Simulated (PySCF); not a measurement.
Bromine: a sound run and one with changed settings

Sound run: Br [Ar] 3d10 4s2 4p5, Br⁺ [Ar] 3d10 4s2 4p4. Computed with PySCF 2.14 in x2c-TZVPall (6s5p4d1f, 48 functions), with the spin-free X2C one-electron Hamiltonian (Gaussian nucleus). In the sound run the correlated levels freeze [Ar] 3d10. The sound run starts from symmetry-adapted Hartree-Fock orbitals and uses a fine grid where one is needed.

Changed run: the non-relativistic Hamiltonian (point nucleus). This setting is unsound on purpose.

```csv
species,method,sound run (hartree),changed run (hartree),converged
Br,UHF,-2604.41488,-2556.33979,yes
Br,PBE,-2605.85640,-2557.82477,yes
Br,MN15,-2607.79931,-2559.86971,yes
Br,MP2,-2604.54894,-2556.47397,yes
Br,CCSD(T),-2604.57259,-2556.49833,yes
Br⁺,UHF,-2604.02086,-2555.94318,yes
Br⁺,PBE,-2605.42333,-2557.38916,yes
Br⁺,MN15,-2607.36932,-2559.43671,yes
Br⁺,MP2,-2604.12488,-2556.04785,yes
Br⁺,CCSD(T),-2604.14721,-2556.07105,yes
```

Ionisation energy of Br:

```tsv
method	sound run (eV)	changed run (eV)
UHF	10.722	10.792
PBE	11.785	11.854
MN15	11.701	11.782
MP2	11.539	11.595
SCS-MP2	11.537	11.593
CCSD	11.541	11.594
CCSD(T)	11.575	11.627
```

Most of the change in total energy is the relativistic energy itself. On top of that the contraction fixes the core shape for the Hamiltonian it was made with, so the changed run is not a good calculation with the other Hamiltonian either.

For comparison, NIST gives 11.814 eV between the lowest levels.
